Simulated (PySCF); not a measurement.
# What a mistake does to a calculation on CGe2H6N cation

All numbers below are calculated, not measured. They come from PySCF 2.14.0, an open-source quantum chemistry program, on an isolated molecule that a program drew, which may never have been made. The molecule is CGe2H6N cation (charge +1, singlet), drawn as the SMILES string `[NH2][GeH]=[CH][GeH2+]`.

Each row is a Hartree-Fock (HF) and frozen-core CCSD(T) single point in the cc-pVDZ basis, meant for a local HF minimum. Run 1 is clean. Each other run has one planted mistake out of seven kinds, and not every kind appears here: one electron removed, one electron added, multiplicity raised by two, geometry at a saddle point, minimal basis STO-3G, one bond length entered in bohr, all coordinates scaled. The reference is restricted for singlets and unrestricted otherwise, and also for a bond in bohr. Adding or removing an electron swaps singlet and doublet. Electrons count all cores. HOMO and LUMO are orbital energies over both spins, the gradient is its largest component, and the lowest frequency (negative if imaginary) is given only where the gradient is small. Bond lengths are over the 9 bonds as drawn. T1 is the CCSD diagnostic: over 0.02 (restricted) or 0.045 (unrestricted) a single reference is doubtful. Germanium has the cc-pVDZ-PP basis, with a core potential (ECP10MDF) in place of its 10 inner electrons, and its 3s, 3p and 3d shells are frozen in CCSD(T).

Geometry of the clean run:
```xyz
10
CGe2H6N cation, angstrom
N     2.7139   -3.5053   -0.8323
Ge    2.8199   -1.8337   -0.3437
C     1.5421   -1.0213    0.6779
Ge    1.6262    0.6974    1.1960
H     3.4158   -3.9513   -1.3934
H     1.9538   -4.1107   -0.5832
H     4.0604   -1.1353   -0.8455
H     0.6871   -1.6127    0.9872
H     0.5461    1.3279    2.0417
H     2.7954    1.5714    0.7947
```

```
run,electrons,basis functions,<S^2>,HOMO (eV),LUMO (eV),gradient (hartree/bohr),lowest frequency (cm^-1),mean bond (Å),longest bond (Å),T1,HF (hartree),CCSD(T) (hartree),mistake
1,82,104,0.000,-13.95,-3.82,1.7e-05,95,1.4436,1.827,0.0177,-682.29914,-682.83716,no fault
2,82,104,0.796,-13.32,-4.14,2.0e-02,-,1.5508,2.050,0.0589,-682.16366,-682.70040,one bond length entered in bohr
3,82,104,0.000,-13.74,-3.90,1.6e-02,-,1.4783,1.870,0.0193,-682.29315,-682.83798,?
4,82,104,2.028,-10.75,-5.59,1.1e-01,-,1.4436,1.827,0.0246,-682.21247,-682.72191,?
```

**Which mistake was planted in run 3, and what did it cost?**

The mean and the longest bond both change by the same factor, 1.024, and the gradient is no longer small. So the mistake is: all coordinates scaled. Subtracting run 1 and multiplying by 627.51 kcal/mol a hartree, the energy moved by 3.8 kcal/mol in HF and -0.5 kcal/mol in CCSD(T).

**Which mistake was planted in run 4, and what did it cost?**

Electrons, basis and geometry are unchanged, and <S^2> is 2.028, beside S(S+1) = 2.00 for a multiplicity of 3. So the mistake is: multiplicity raised by two. Subtracting run 1 and multiplying by 627.51 kcal/mol a hartree, the energy moved by 54.4 kcal/mol in HF and 72.3 kcal/mol in CCSD(T).

Cautions from the logs. Run 2: T1 is over the limit, so its CCSD(T) energy is less reliable.
